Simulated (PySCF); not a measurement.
**Co³⁺ (cobalt, charge +3) across methods**

[Ar] 3d6, high-spin 5D determinant. All numbers are calculated (PySCF 2.14, no relativity, point nucleus, in dyall-av2z (16s12p7d2f, 101 functions)).

```json
{"method": "B97-3", "E (hartree)": "-1380.433", "mean ε 3p β (eV)": "-104.08", "mean ε 3d α (eV)": "-50.336", "mean ε 3d β (eV)": "-45.820", "Σ⟨r²⟩ (bohr²)": "13.01", "⟨S²⟩": "6.002"}
{"method": "r2SCAN", "E (hartree)": "-1380.542", "mean ε 3p β (eV)": "-101.07", "mean ε 3d α (eV)": "-47.735", "mean ε 3d β (eV)": "-43.168", "Σ⟨r²⟩ (bohr²)": "13.03", "⟨S²⟩": "6.001"}
{"method": "MN15", "E (hartree)": "-1380.950", "mean ε 3p β (eV)": "-105.01", "mean ε 3d α (eV)": "-50.978", "mean ε 3d β (eV)": "-46.674", "Σ⟨r²⟩ (bohr²)": "13.10", "⟨S²⟩": "6.001"}
{"method": "PBE", "E (hartree)": "-1380.289", "mean ε 3p β (eV)": "-100.10", "mean ε 3d α (eV)": "-47.186", "mean ε 3d β (eV)": "-43.048", "Σ⟨r²⟩ (bohr²)": "13.14", "⟨S²⟩": "6.001"}
{"method": "LDA", "E (hartree)": "-1377.935", "mean ε 3p β (eV)": "-100.25", "mean ε 3d α (eV)": "-47.435", "mean ε 3d β (eV)": "-42.985", "Σ⟨r²⟩ (bohr²)": "13.15", "⟨S²⟩": "6.001"}
{"method": "HSE06", "E (hartree)": "-1380.355", "mean ε 3p β (eV)": "-103.36", "mean ε 3d α (eV)": "-49.808", "mean ε 3d β (eV)": "-45.253", "Σ⟨r²⟩ (bohr²)": "13.06", "⟨S²⟩": "6.001"}
{"method": "PBE0", "E (hartree)": "-1380.346", "mean ε 3p β (eV)": "-103.77", "mean ε 3d α (eV)": "-50.267", "mean ε 3d β (eV)": "-45.671", "Σ⟨r²⟩ (bohr²)": "13.05", "⟨S²⟩": "6.001"}
{"method": "UHF", "E (hartree)": "-1379.43435", "mean ε 3p β (eV)": "-113.20", "mean ε 3d α (eV)": "-58.649", "mean ε 3d β (eV)": "-52.346", "Σ⟨r²⟩ (bohr²)": "12.89", "⟨S²⟩": "6.003"}
```

Task: Estimate the same row for r2SCAN0.

Result: E (hartree) = -1380.538; mean ε 3p β (eV) = -104.43; mean ε 3d α (eV) = -50.697; mean ε 3d β (eV) = -45.789; Σ⟨r²⟩ (bohr²) = 12.98; ⟨S²⟩ = 6.002.
